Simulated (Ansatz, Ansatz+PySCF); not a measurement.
```yaml
atoms:
  - { symbol: N, position_ang: [0.0000, 0.0000, -0.4711] }
  - { symbol: H, position_ang: [0.0000, 0.0000, 3.2974] }
  - { symbol: N, position_ang: [30.0000, 0.0000, -0.4711] }
  - { symbol: H, position_ang: [30.0000, 0.0000, 3.2974] }
```

Basis set: 6-31G (spherical functions). Left uncorrelated: 2 orbitals. Charge 0, multiplicity 5.

Computed with Ansatz (development build ahead of 0.2.0); each method stands on the lowest determinant of its kind that the runs found.

(1) Give the atomization energy at this shape (free ground-state atoms in the same class of orbitals less the molecule, no zero-point energy) of quintet N2H2 in separate pieces by UHF-CCSD(T), UHF-MP2, UHF.

## Answers

(1)

```
     method  atomization energy
UHF-CCSD(T)             0.00 eV
    UHF-MP2             0.00 eV
        UHF             0.00 eV
```

Caution: the unrestricted determinant is a mixture of spin states. Caution for UHF-CCSD(T), UHF-MP2: bonds are stretched, where a single reference can fail.

This basis has no polarisation functions and is too small for such energies, which can lie far from measured ones in either direction.
